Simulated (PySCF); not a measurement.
C5H9B (SMILES C=CB(C)C=C), singlet, geometry from GFN2-xTB, atoms displaced at random by about 0.03 Å a coordinate; PySCF with PBE/STO-3G, gradient.

Input for PySCF:
```python
from pyscf import gto, scf, dft

mol = gto.M(
    atom='''
B    -0.26297392    0.03059848    0.44502124
C    -0.62878924    0.93256590    1.60378092
H    -0.95637531    0.32479675    2.42646995
H    -1.40446411    1.68488259    1.37253246
H     0.27510745    1.39913310    1.96292126
C     0.14391095   -1.52556966    0.54828578
C     0.90004485   -2.20044181   -0.24160786
H    -0.21176666   -1.97487159    1.47816079
H     1.08639711   -3.22303727   -0.02701050
H     1.36874497   -1.82827229   -1.16422048
C    -0.14404161    0.62075684   -1.07489197
C    -0.00605981    1.97021537   -1.33425764
H    -0.17020824    0.02243531   -1.93173550
H     0.00867222    2.37128062   -2.33292601
H    -0.03239210    2.70430210   -0.56881946
''',
    basis='sto-3g',
    verbose=4,
)

mf = dft.RKS(mol)
mf.xc = 'pbe'
mf.grids.level = 0
mf.kernel()
g = mf.nuc_grad_method()
g.grid_response = True
grad = g.kernel()
```

What the program printed (banner, timings and long lists left out):

```
PySCF version 2.14.0

[INPUT] verbose = 4
[INPUT] num. atoms = 15
[INPUT] num. electrons = 44
[INPUT] charge = 0
[INPUT] spin (= nelec alpha-beta = 2S) = 0
[INPUT] symmetry False subgroup None
[INPUT] Mole.unit = angstrom
[INPUT] Symbol           X                Y                Z      unit          X                Y                Z       unit  Magmom
[INPUT]  1 B     -0.262973920000   0.030598480000   0.445021240000 AA   -0.496948686703   0.057822747028   0.840968263214 Bohr   0.0
[INPUT]  2 C     -0.628789240000   0.932565900000   1.603780920000 AA   -1.188239453673   1.762294144109   3.030706702603 Bohr   0.0
[INPUT]  3 H     -0.956375310000   0.324796750000   2.426469950000 AA   -1.807287408196   0.613776903649   4.585363654987 Bohr   0.0
[INPUT]  4 H     -1.404464110000   1.684882590000   1.372532460000 AA   -2.654052519681   3.183966647148   2.593710446476 Bohr   0.0
[INPUT]  5 H      0.275107450000   1.399133100000   1.962921260000 AA    0.519877735327   2.643978370814   3.709383585486 Bohr   0.0
[INPUT]  6 C      0.143910950000  -1.525569660000   0.548285780000 AA    0.271952281826  -2.882908841346   1.036109962194 Bohr   0.0
[INPUT]  7 C      0.900044850000  -2.200441810000  -0.241607860000 AA    1.700838266325  -4.158232373942  -0.456572684942 Bohr   0.0
[INPUT]  8 H     -0.211766660000  -1.974871590000   1.478160790000 AA   -0.400180989714  -3.731966436284   2.793319061171 Bohr   0.0
[INPUT]  9 H      1.086397110000  -3.223037270000  -0.027010500000 AA    2.052993000419  -6.090657729566  -0.051042447488 Bohr   0.0
[INPUT] 10 H      1.368744970000  -1.828272290000  -1.164220480000 AA    2.586553127676  -3.454933909231  -2.200057855810 Bohr   0.0
[INPUT] 11 C     -0.144041610000   0.620756840000  -1.074891970000 AA   -0.272199193441   1.173060417550  -2.031251436794 Bohr   0.0
[INPUT] 12 C     -0.006059810000   1.970215370000  -1.334257640000 AA   -0.011451381267   3.723167455709  -2.521381519209 Bohr   0.0
[INPUT] 13 H     -0.170208240000   0.022435310000  -1.931735500000 AA   -0.321646957744   0.042396591420  -3.650451040100 Bohr   0.0
[INPUT] 14 H      0.008672220000   2.371280620000  -2.332926010000 AA    0.016388120692   4.481070936289  -4.408591227774 Bohr   0.0
[INPUT] 15 H     -0.032392100000   2.704302100000  -0.568819460000 AA   -0.061212197600   5.110390327086  -1.074912993723 Bohr   0.0

nuclear repulsion = 193.845697090792
number of shells = 27
number of NR pGTOs = 117
number of NR cGTOs = 39
basis = sto-3g
ecp = {}

******** <class 'pyscf.dft.rks.RKS'> ********
method = RKS
initial guess = minao
damping factor = 0
level_shift factor = 0
DIIS = <class 'pyscf.scf.diis.CDIIS'>
diis_start_cycle = 1
diis_space = 8
diis_damp = 0
SCF conv_tol = 1e-09
SCF conv_tol_grad = None
SCF max_cycles = 50
direct_scf = True
direct_scf_tol = 1e-13
XC library pyscf.dft.libxc version 7.1.2
    S. Lehtola, C. Steigemann, M. J. T. Oliveira, and M. A. L. Marques,  SoftwareX 7, 1–5 (2018)
XC functionals = pbe
    J. P. Perdew, K. Burke, and M. Ernzerhof,  Phys. Rev. Lett. 77, 3865 (1996)
    J. P. Perdew, K. Burke, and M. Ernzerhof,  Phys. Rev. Lett. 78, 1396 (1997)
    J. P. Perdew, K. Burke, and M. Ernzerhof,  Phys. Rev. Lett. 77, 3865 (1996)
    J. P. Perdew, K. Burke, and M. Ernzerhof,  Phys. Rev. Lett. 78, 1396 (1997)
radial grids:
    Treutler-Ahlrichs [JCP 102, 346 (1995); DOI:10.1063/1.469408] (M4) radial grids

becke partition: Becke, JCP 88, 2547 (1988); DOI:10.1063/1.454033
pruning grids: <function nwchem_prune>
grids dens level: 0
symmetrized grids: False
atomic radii adjust function: <function treutler_atomic_radii_adjust>
small_rho_cutoff = 0
Set gradient conv threshold to 3.16228e-05
Initial guess from minao.
tot grids = 12096
init E= -218.082464374583
  HOMO = -0.275225733800771  LUMO = -0.104783328527854  gap/eV = 4.63797
cycle= 1 E= -217.721703402652  delta_E= 0.361  |g|= 0.335  |ddm|= 4.89
  HOMO = -0.13165726659503  LUMO = 0.0196324913787084  gap/eV = 4.11680
cycle= 2 E= -217.679032533739  delta_E= 0.0427  |g|= 0.491  |ddm|= 1.03
  HOMO = -0.153026486038263  LUMO = 0.00117018540540448  gap/eV = 4.19591
cycle= 3 E= -217.740747025839  delta_E= -0.0617  |g|= 0.227  |ddm|= 0.788
  HOMO = -0.162390079337089  LUMO = -0.00323536680728598  gap/eV = 4.33082
cycle= 4 E= -217.758040272376  delta_E= -0.0173  |g|= 0.0213  |ddm|= 0.29
  HOMO = -0.163380618183728  LUMO = -0.00548715575087888  gap/eV = 4.29650
cycle= 5 E= -217.758131100774  delta_E= -9.08e-05  |g|= 0.014  |ddm|= 0.0419
  HOMO = -0.163755613878943  LUMO = -0.00595691280324073  gap/eV = 4.29392
cycle= 6 E= -217.758190068989  delta_E= -5.9e-05  |g|= 0.00382  |ddm|= 0.0205
  HOMO = -0.163579014323988  LUMO = -0.00552507426546556  gap/eV = 4.30087
cycle= 7 E= -217.758195433851  delta_E= -5.36e-06  |g|= 0.000299  |ddm|= 0.00542
  HOMO = -0.163547131115874  LUMO = -0.00553800826845452  gap/eV = 4.29965
cycle= 8 E= -217.75819546426  delta_E= -3.04e-08  |g|= 5.85e-05  |ddm|= 0.000509
  HOMO = -0.163554348435096  LUMO = -0.00553936332436089  gap/eV = 4.29981
cycle= 9 E= -217.758195465546  delta_E= -1.29e-09  |g|= 7.39e-06  |ddm|= 9.85e-05
  HOMO = -0.163554557542688  LUMO = -0.00553938060006687  gap/eV = 4.29981
cycle= 10 E= -217.75819546557  delta_E= -2.42e-11  |g|= 1.71e-06  |ddm|= 1.53e-05
  HOMO = -0.163554146534803  LUMO = -0.00553937411136596  gap/eV = 4.29980
Extra cycle  E= -217.75819546557  delta_E= -3.41e-13  |g|= 2.07e-06  |ddm|= 5.96e-06
converged SCF energy = -217.75819546557

******** <class 'pyscf.grad.rks.Gradients'> for <class 'pyscf.dft.rks.RKS'> ********
unit = Eh/Bohr
grid_response = True
--------------- RKS gradients ---------------
         x                y                z
0 B    -0.0302768271     0.0314884577     0.0920142293
1 C     0.0207882978    -0.0051595467    -0.0093130370
2 H     0.0139600922     0.0110041036    -0.0240272586
3 H    -0.0050032517    -0.0024815343    -0.0014915880
4 H    -0.0189610906    -0.0199233735    -0.0068701383
5 C     0.0661723063    -0.0976728453    -0.0673488874
6 C    -0.0449341983     0.0273117806     0.0623962834
7 H     0.0037041153     0.0160111697    -0.0082138298
8 H    -0.0132266908     0.0387309641    -0.0046082262
9 H     0.0009416659    -0.0048688901     0.0027074576
10 C     0.0024858437    -0.0586700241    -0.0694150795
11 C     0.0130800434     0.0585912447    -0.0016893210
12 H    -0.0010211339     0.0387957130     0.0408583801
13 H    -0.0054892777    -0.0073434448     0.0237638173
14 H    -0.0022198946    -0.0258137747    -0.0287628019
----------------------------------------------
```
